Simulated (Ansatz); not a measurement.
Relaxation of ClH$_{5}$N$_{2}$OSi$_{2}$ (11 atoms, charge 0, multiplicity 1), to a largest force component of 0.02 eV/Å in at most 50 steps.

The calculation used Ansatz, RKS B3LYP-D4/def2-SVP.

```xyz
11
Properties=species:S:1:pos:R:3:forces:R:3
N -1.483 -1.275 0.350 -4.11 1.30 -1.64
Si 0.132 -1.251 0.002 0.35 -3.78 4.27
N 0.507 -0.470 1.452 4.05 0.60 2.21
O 0.395 -0.166 -1.026 0.21 -2.40 -0.99
Si 0.509 0.893 -2.071 0.57 5.69 -4.80
Cl -0.271 2.570 -1.078 -0.15 0.66 0.09
H -1.819 -0.271 0.209 0.07 -1.61 -0.33
H -1.564 -1.374 1.334 -0.24 -0.77 1.23
H 0.146 0.481 1.447 -0.50 0.21 0.11
H 1.546 -0.306 1.478 -0.91 -0.18 0.55
H 1.967 1.113 -2.075 0.67 0.28 -0.69
```

Problem. Where does it end, and by what steps?

Solution. It converged. After 31 steps the energy has fallen by 5.402 eV; Si2 moved furthest, 1.53 Å. Parted: Si5–Cl6 (2.10 → 4.19 Å). Joined: Si2–Cl6 (3.99 → 2.09 Å).

| step | energy less start (eV) | largest force component (eV/Å) | accepted |
| --- | --- | --- | --- |
| 0 | 0.0000 | 5.693 | yes |
| 2 | -2.5632 | 1.719 | yes |
| 4 | -3.1357 | 0.941 | yes |
| 6 | -3.6915 | 1.335 | yes |
| 8 | -4.1927 | 1.509 | yes |
| 10 | -4.6546 | 0.596 | yes |
| 12 | -4.9559 | 0.695 | yes |
| 14 | -5.1032 | 0.362 | yes |
| 16 | -5.1770 | 0.646 | yes |
| 18 | -5.2679 | 0.358 | yes |
| 20 | -5.3350 | 0.814 | yes |
| 22 | -5.3767 | 0.207 | yes |
| 24 | -5.3866 | 0.204 | yes |
| 26 | -5.3988 | 0.083 | yes |
| 28 | -5.4013 | 0.047 | yes |
| 30 | -5.4016 | 0.070 | yes |
| 31 | -5.4018 | 0.011 | yes |

```xyz
11
Properties=species:S:1:pos:R:3
N -1.672 -0.857 0.587
Si -0.429 0.167 0.037
N 0.919 0.032 1.074
O 0.141 -0.141 -1.508
Si 1.461 0.016 -2.515
Cl -1.304 2.057 -0.114
H -2.641 -0.684 0.343
H -1.489 -1.836 0.783
H 0.808 0.173 2.072
H 1.825 0.358 0.746
H 2.447 0.659 -1.485
```

Run time: 110 s on 2 threads of Intel(R) Xeon(R) Platinum 8488C (Sapphire Rapids), with other jobs on the host, peak memory 0.33 GiB.
